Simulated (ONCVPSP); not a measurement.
**P: ONCV pseudisation with PBE, scalar-relativistic reference atom.**

Input for ONCVPSP 4.0.1:

```
# ATOM AND REFERENCE CONFIGURATION
# atsym  z   nc   nv     iexc    psfile
  P 15.00    3    2        4      upf
#
#   n    l    f
    1    0    2.00
    2    0    2.00
    2    1    6.00
    3    0    2.00
    3    1    1.50
#
# PSEUDOPOTENTIAL AND OPTIMIZATION
# lmax
    2
#
#   l,   rc,      ep,       ncon, nbas, qcut
    0    1.45    0.00    3    6    3.80
    1    1.35    0.00    4    9    4.90
    2    1.30    0.03    4    8    7.70
#
# LOCAL POTENTIAL
# lloc, lpopt,  rc(5),   dvloc0
    4    5    0.95    3.00
#
# VANDERBILT-KLEINMAN-BYLANDER PROJECTORs
# l, nproj, debl
    0    2    0.70
    1    2    3.00
    2    2    0.60
#
# MODEL CORE CHARGE
# icmod, fcfact, rcfact
    1    0.15    0.00
#
# LOG DERIVATIVE ANALYSIS
# epsh1, epsh2, depsh
   -3.00    5.00    0.02
#
# OUTPUT GRID
# rlmax, drl
    6.00    0.01
#
# TEST CONFIGURATIONS
# ncnf
    4
# nvcnf
#   n    l    f
    2
    3    0    2.00
    3    1    3.00
#
    2
    3    0    2.00
    3    1    2.00
#
    2
    3    0    2.00
    3    1    1.00
#
    2
    3    0    2.00
    3    1    0.00
#
```

Command:

```bash
oncvpsp.x < P.dat > P.out
```

Output (shortened: citation, most of the input echo, consistency checks and plot data are left out):

```
ONCVPSP  (Optimized Norm-Conservinng Vanderbilt PSeudopotential)
scalar-relativistic version 4.0.1

#   n    l    f        energy (Ha)
    1    0    2.00    -7.7225226E+01
    2    0    2.00    -7.0123436E+00
    2    1    6.00    -5.1947256E+00
    3    0    2.00    -1.0465654E+00
    3    1    1.50    -7.0189427E-01

Reference configufation results
  iterations    25
  all-electron total energy (Ha)   -3.41239009D+02

Begin loop to  construct optimized pseudo wave functions
and semi-local pseudopoentials for all angular momenta

WARNING wellstate: negative energy specified for n= 4 l=  0
WARNING scattering state with energy  0.25000000
WARNING will be used for the first projector

   Wellstate for l =  0  n =  4
     eigenvalue =   0.2500
     asymptotic potential =   0.7500
     half-point radius =  2.8444

Calculating optimized projector #   1

 for l=   0

    Fraction of norm inside rc  0.328388
    Optimizing pswf for qcut=   3.80 a_B^-1,  ecut=   7.22 Ha
    Residual kinetic energy error=  6.71D-03 Ha

    Energy error per electron        Cutoff
         Ha          eV             Ha
         0.01000     0.27211        6.58
         0.00100     0.02721       20.89
         0.00010     0.00272       42.58
         0.00001     0.00027       85.23

Calculating optimized projector #   2

 for l=   0

    Fraction of norm inside rc  0.114175
    Optimizing pswf for qcut=   3.80 a_B^-1,  ecut=   7.22 Ha
    Residual kinetic energy error=  7.50D-03 Ha

    Energy error per electron        Cutoff
         Ha          eV             Ha
         0.01000     0.27211        6.76
         0.00100     0.02721       17.78
         0.00010     0.00272       61.25

   Wellstate for l =  1  n =  5
     eigenvalue =   2.2981
     asymptotic potential =   2.7981
     half-point radius =  3.0354

Calculating optimized projector #   1

 for l=   1

    Fraction of norm inside rc  0.181697
    Optimizing pswf for qcut=   4.89 a_B^-1,  ecut=  11.94 Ha
    Residual kinetic energy error=  3.59D-04 Ha

    Energy error per electron        Cutoff
         Ha          eV             Ha
         0.01000     0.27211        3.30
         0.00100     0.02721        5.45
         0.00010     0.00272       94.48
         0.00001     0.00027      150.78

Calculating optimized projector #   2

 for l=   1

    Fraction of norm inside rc  0.082130
    Optimizing pswf for qcut=   4.89 a_B^-1,  ecut=  11.94 Ha
    Residual kinetic energy error=  1.34D-02 Ha

    Energy error per electron        Cutoff
         Ha          eV             Ha
         0.01000     0.27211       21.51
         0.00100     0.02721      166.79
         0.00010     0.00272      196.12
         0.00001     0.00027      251.26

   Wellstate for l =  2  n =  4
     eigenvalue =   0.0300
     asymptotic potential =   0.5300
     half-point radius =  8.4901

   Wellstate for l =  2  n =  4
     eigenvalue =   0.6300
     asymptotic potential =   1.1300
     half-point radius =  3.6558

Calculating optimized projector #   1

 for l=   2

    Fraction of norm inside rc  0.053888
    Optimizing pswf for qcut=   7.69 a_B^-1,  ecut=  29.60 Ha
    Residual kinetic energy error=  1.14D-04 Ha

    Energy error per electron        Cutoff
         Ha          eV             Ha
         0.01000     0.27211       12.76
         0.00100     0.02721       21.97
         0.00010     0.00272       30.59
         0.00001     0.00027      119.35

Calculating optimized projector #   2

 for l=   2

    Fraction of norm inside rc  0.123224
    Optimizing pswf for qcut=   7.69 a_B^-1,  ecut=  29.60 Ha
    Residual kinetic energy error=  3.85D-04 Ha

    Energy error per electron        Cutoff
         Ha          eV             Ha
         0.01000     0.27211       18.28
         0.00100     0.02721       26.61
         0.00010     0.00272       35.98
         0.00001     0.00027      119.80

Construct Vanderbilt / Kleinmman-Bylander projectors

B matrix Hermiticity error, ll=   0
   1   2    6.4363E-05

  Orthonormal projector coefficients  7.2017E+00  1.5591E+00

B matrix Hermiticity error, ll=   1
   1   2   -1.2505E-04

  Orthonormal projector coefficients  2.4240E+01  2.0700E+00

B matrix Hermiticity error, ll=   2
   1   2   -9.1013E-06

  Orthonormal projector coefficients -1.8587E+01 -2.0447E+00

Model core correction analysis
  based on d2Exc/dn_idn_j

d2excae - all-electron derivatives

   -1.704185D-02   -1.092438D-02
   -1.196321D-02   -7.786442D-03

d2excps - pseudofunction derivatives with no core correction

   -2.132090D-02   -1.413191D-02
   -1.494922D-02   -1.003634D-02

rms 2nd derivative error    3.262547E-03

Polynomial model core charge

d2excps - pseudofunction derivatives with core correction

   -1.808328D-02   -1.183851D-02
   -1.287871D-02   -8.448701D-03

rms 2nd derivative error    8.940006E-04

Pseudoatom total energy   -5.777951

Diagnostic tests using Vanderbilt-Kleinman-Bylander pseudopotentials
  1 or more projectors used as specified by nproj input data

   l    rcore       rmatch      e in        delta e   norm test  slope test

   0   1.4550312   1.4992091  -1.0465654   0.0000361   1.0000317   0.9986580
   0   1.4550312   1.4992091   0.2500000   0.0002476   1.0001185   1.0001185

   1   1.3542428   1.3953606  -0.7018943   0.0000057   1.0000342   1.0000256
   1   1.3542428   1.3953606   2.2981057   0.0000163   1.0002254   1.0002254

   2   1.3064977   1.3461658   0.0300000   0.0000208   1.0000801   1.0000801
   2   1.3064977   1.3461658   0.6300000   0.0000237   1.0001046   1.0001046

 Testing for bound ghosts
   n   l    E NL Schr. Eq   E Basis Diag.   E Cutoff

   1   0       -1.046529       -1.039838     58.88

   2   1       -0.701889       -0.667811    214.02

   3   2       -0.282117       -0.139565    200.61

 Testing for highly-localized positive-energy ghosts
       l    <radius>/rc     E Basis Diag.   E Cutoff

       0        0.968767        4.781869     58.88  WARNING - GHOST(+)

Test configuration 0

   n   l     f        eae           eps        diff
   1   0  2.0000  -77.22522648
   2   0  2.0000   -7.01234357
   2   1  6.0000   -5.19472563
   3   0  2.0000   -1.04656539   -1.04652928    3.61D-05
   3   1  1.5000   -0.70189427   -0.70188854    5.73D-06

    Total energies and differences
      AE_ref= -3.41239009D+02  AE_tst= -3.41239009D+02  dif=  0.00D+00
      PS_ref= -5.77795078D+00  PS_tst= -5.77795078D+00  dif= -1.24D-14
      PSP excitation error=  1.24D-14

Test configuration 1

   n   l     f        eae           eps        diff
   1   0  2.0000  -76.59189075
   2   0  2.0000   -6.39406272
   2   1  6.0000   -4.57504848
   3   0  2.0000   -0.51336413   -0.51351575   -1.52D-04
   3   1  3.0000   -0.20237180   -0.20248991   -1.18D-04

    Total energies and differences
      AE_ref= -3.41239009D+02  AE_tst= -3.41902143D+02  dif= -6.63D-01
      PS_ref= -5.77795078D+00  PS_tst= -6.44131187D+00  dif= -6.63D-01
      PSP excitation error=  2.28D-04

Test configuration 2

   n   l     f        eae           eps        diff
   1   0  2.0000  -76.99054902
   2   0  2.0000   -6.78485345
   2   1  6.0000   -4.96658816
   3   0  2.0000   -0.85579034   -0.85591718   -1.27D-04
   3   1  2.0000   -0.52239719   -0.52253470   -1.38D-04

    Total energies and differences
      AE_ref= -3.41239009D+02  AE_tst= -3.41544589D+02  dif= -3.06D-01
      PS_ref= -5.77795078D+00  PS_tst= -6.08358636D+00  dif= -3.06D-01
      PSP excitation error=  5.59D-05

Test configuration 3

   n   l     f        eae           eps        diff
   1   0  2.0000  -77.48150135
   2   0  2.0000   -7.25895834
   2   1  6.0000   -5.44219278
   3   0  2.0000   -1.24787342   -1.24750053    3.73D-04
   3   1  1.0000   -0.89209700   -0.89176745    3.30D-04

    Total energies and differences
      AE_ref= -3.41239009D+02  AE_tst= -3.40840950D+02  dif=  3.98D-01
      PS_ref= -5.77795078D+00  PS_tst= -5.37994456D+00  dif=  3.98D-01
      PSP excitation error=  5.36D-05

Test configuration 4

   n   l     f        eae           eps        diff
   1   0  2.0000  -78.05541584
   2   0  2.0000   -7.80532563
   2   1  6.0000   -5.99094681
   3   0  2.0000   -1.67625132   -1.67431516    1.94D-03

    Total energies and differences
      AE_ref= -3.41239009D+02  AE_tst= -3.39748055D+02  dif=  1.49D+00
      PS_ref= -5.77795078D+00  PS_tst= -4.28797450D+00  dif=  1.49D+00
      PSP excitation error=  9.78D-04
```

The run took about 3.5 s on one core of a shared server CPU.
